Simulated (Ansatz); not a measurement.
Program: Ansatz. Geometries: PBE0-D4/def2-TZVP. ΔE: electronic, gas phase. CCSD(T)/CBS adds triple-zeta CCSD(T) − MP2 to the extrapolated MP2 energy (def2 sets, frozen cores). This one scheme is used for every species, atoms too. Functionals use def2-TZVPP. B3LYP here is the variant with VWN-RPA as its local correlation; programs differ in this. HSE06 is defined as in plane-wave codes. No spin–orbit coupling; open shells (•) take unrestricted orbitals. Spin–orbit coupling would lower the free atoms: a little for Cl, O, Si. Each species was taken in one conformer, which may not be the lowest.

Consider the atomization: `[NH][SiH](O)Cl`• → Cl• + 3 H• + N• + O• + Si•.

```json
{"level": "LDA (SPW92)", "ΔE (kJ/mol)": "2707.5", "difference from CCSD(T)/CBS": "347.8"}
{"level": "PBE-D4", "ΔE (kJ/mol)": "2395.7", "difference from CCSD(T)/CBS": "36.0"}
{"level": "revPBE-D4", "ΔE (kJ/mol)": "2330.3", "difference from CCSD(T)/CBS": "-29.4"}
{"level": "BLYP-D4", "ΔE (kJ/mol)": "2360.1", "difference from CCSD(T)/CBS": "0.4"}
{"level": "r2SCAN-D4", "ΔE (kJ/mol)": "2366.8", "difference from CCSD(T)/CBS": "7.1"}
{"level": "B97M-V", "ΔE (kJ/mol)": "2370.9", "difference from CCSD(T)/CBS": "11.2"}
{"level": "PBE0-D4", "ΔE (kJ/mol)": "2338.8", "difference from CCSD(T)/CBS": "-20.9"}
{"level": "B3LYP-D4", "ΔE (kJ/mol)": "2352.0", "difference from CCSD(T)/CBS": "-7.7"}
{"level": "r2SCAN0-D4", "ΔE (kJ/mol)": "2313.7", "difference from CCSD(T)/CBS": "-46.0"}
{"level": "BHLYP-D4", "ΔE (kJ/mol)": "2272.7", "difference from CCSD(T)/CBS": "-87.0"}
{"level": "CAM-B3LYP-D4", "ΔE (kJ/mol)": "2365.2", "difference from CCSD(T)/CBS": "5.5"}
{"level": "ωB97X-V", "ΔE (kJ/mol)": "2370.5", "difference from CCSD(T)/CBS": "10.8"}
{"level": "ωB97M-V", "ΔE (kJ/mol)": "2369.9", "difference from CCSD(T)/CBS": "10.2"}
{"level": "B2PLYP", "ΔE (kJ/mol)": "2323.0", "difference from CCSD(T)/CBS": "-36.7"}
{"level": "PBE-QIDH", "ΔE (kJ/mol)": "2318.3", "difference from CCSD(T)/CBS": "-41.4"}
{"level": "PBE", "ΔE (kJ/mol)": "2380.6", "difference from CCSD(T)/CBS": "20.9"}
{"level": "revPBE", "ΔE (kJ/mol)": "2285.7", "difference from CCSD(T)/CBS": "-74.0"}
{"level": "BLYP", "ΔE (kJ/mol)": "2326.6", "difference from CCSD(T)/CBS": "-33.1"}
{"level": "PBE0", "ΔE (kJ/mol)": "2326.2", "difference from CCSD(T)/CBS": "-33.5"}
{"level": "B3LYP", "ΔE (kJ/mol)": "2327.3", "difference from CCSD(T)/CBS": "-32.4"}
{"level": "r2SCANh", "ΔE (kJ/mol)": "2341.2", "difference from CCSD(T)/CBS": "-18.5"}
{"level": "r2SCAN0", "ΔE (kJ/mol)": "2309.5", "difference from CCSD(T)/CBS": "-50.2"}
{"level": "HSE06", "ΔE (kJ/mol)": "2329.1", "difference from CCSD(T)/CBS": "-30.6"}
{"level": "CAM-B3LYP", "ΔE (kJ/mol)": "2352.3", "difference from CCSD(T)/CBS": "-7.4"}
{"level": "LC-ωPBE", "ΔE (kJ/mol)": "2335.5", "difference from CCSD(T)/CBS": "-24.2"}
{"level": "HF/def2-SVP", "ΔE (kJ/mol)": "1576.1", "difference from CCSD(T)/CBS": "-783.6"}
{"level": "MP2/def2-SVP", "ΔE (kJ/mol)": "2147.7", "difference from CCSD(T)/CBS": "-212.0"}
{"level": "CCSD/def2-SVP", "ΔE (kJ/mol)": "2084.0", "difference from CCSD(T)/CBS": "-275.7"}
{"level": "CCSD(T)/def2-SVP", "ΔE (kJ/mol)": "2107.4", "difference from CCSD(T)/CBS": "-252.3"}
{"level": "HF/def2-TZVPP", "ΔE (kJ/mol)": "1631.9", "difference from CCSD(T)/CBS": "-727.8"}
{"level": "MP2/def2-TZVPP", "ΔE (kJ/mol)": "2321.5", "difference from CCSD(T)/CBS": "-38.2"}
{"level": "SCS-MP2/def2-TZVPP", "ΔE (kJ/mol)": "2312.8", "difference from CCSD(T)/CBS": "-46.9"}
{"level": "CCSD/def2-TZVPP", "ΔE (kJ/mol)": "2230.8", "difference from CCSD(T)/CBS": "-128.9"}
{"level": "CCSD(T)/def2-TZVPP", "ΔE (kJ/mol)": "2270.0", "difference from CCSD(T)/CBS": "-89.7"}
{"level": "HF/def2-QZVPP", "ΔE (kJ/mol)": "1639.4", "difference from CCSD(T)/CBS": "-720.3"}
{"level": "MP2/def2-QZVPP", "ΔE (kJ/mol)": "2375.5", "difference from CCSD(T)/CBS": "15.8"}
{"level": "SCS-MP2/def2-QZVPP", "ΔE (kJ/mol)": "2373.3", "difference from CCSD(T)/CBS": "13.6"}
{"level": "HF/CBS(def2)", "ΔE (kJ/mol)": "1640.4", "difference from CCSD(T)/CBS": "-719.3"}
{"level": "MP2/CBS(def2)", "ΔE (kJ/mol)": "2411.1", "difference from CCSD(T)/CBS": "51.4"}
{"level": "CCSD/CBS(def2)", "ΔE (kJ/mol)": "2320.5", "difference from CCSD(T)/CBS": "-39.2"}
{"level": "CCSD(T)/CBS", "ΔE (kJ/mol)": "2359.7", "difference from CCSD(T)/CBS": "0"}
```

Largest T1 diagnostic among the species: 0.012.

From r2SCAN to r2SCAN0 (25 % exact exchange), in def2-TZVPP and without D4, ΔE moves by −53.8 kJ/mol: exact exchange takes away binding that semilocal exchange gives to molecules. At CCSD(T), def2-SVP lies −252.3 kJ/mol from the extrapolated value and def2-TZVPP −89.7 kJ/mol: correlation converges slowly with the basis, and small sets miss more of it in the bonded molecule than in its fragments. In def2-TZVPP, CCSD(T) changes the Hartree–Fock value by +638.1 kJ/mol (the triples alone add +39.2 kJ/mol) and MP2 by +689.6 kJ/mol; breaking electron pairs costs correlation energy, which Hartree–Fock lacks.

For atomizations the MP2-based limit and the directly extrapolated one differ by several kJ/mol either way, and by 10 to 25 for some Ge, Se and Sn compounds, so smaller differences from it don't rank the levels.
